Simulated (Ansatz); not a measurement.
Basis sets compared for CoF2. The state is a quartet with charge 0. Geometry r2SCAN-D4/def2-TZVP. Ansatz on 4 threads of Arm Neoverse V2 on a shared host; times are rough, and most runs start from earlier orbitals.

```xyz
3

Co    0.000    0.000    0.000
F    -0.668    1.196    1.041
F     0.668   -1.196   -1.041
```

Binding counts from free atoms (Co quartet, F doublet) in the same basis, without a counterpoise term.

```tsv
level	functions	energy (Eh)	HOMO (eV)	LUMO (eV)	binding per atom (eV)	wall time
PBE-D4/def2-SVP	59	-1581.7294	-5.23	-4.94	3.51	2.8 s
PBE-D4/def2-TZVP (with forces)	107	-1582.1975	-6.07	-5.64	3.40	26 s
r2SCAN-D4/def2-TZVP	107	-1582.5242	-6.74	-5.31	3.31	25 s
PBE0-D4/def2-SVP	59	-1581.7400	-8.39	-3.52	3.18	4 s
PBE0-D4/def2-TZVP	107	-1582.1969	-8.94	-3.98	3.21	45 s
```

Question: Estimate the rows for PBE-D4/def2-TZVPD, r2SCAN-D4/def2-TZVPD, PBE0-D4/def2-TZVPD.

Answer: 
```json
{"level": "PBE-D4/def2-TZVPD", "functions": "128", "energy (Eh)": "-1582.2023", "HOMO (eV)": "-6.15", "LUMO (eV)": "-5.69", "binding per atom (eV)": "3.42", "wall time": "4.6 s"}
{"level": "r2SCAN-D4/def2-TZVPD", "functions": "128", "energy (Eh)": "-1582.5285", "HOMO (eV)": "-6.77", "LUMO (eV)": "-5.32", "binding per atom (eV)": "3.34", "wall time": "26 s"}
{"level": "PBE0-D4/def2-TZVPD", "functions": "128", "energy (Eh)": "-1582.2016", "HOMO (eV)": "-8.97", "LUMO (eV)": "-3.99", "binding per atom (eV)": "3.24", "wall time": "8.5 s"}
```
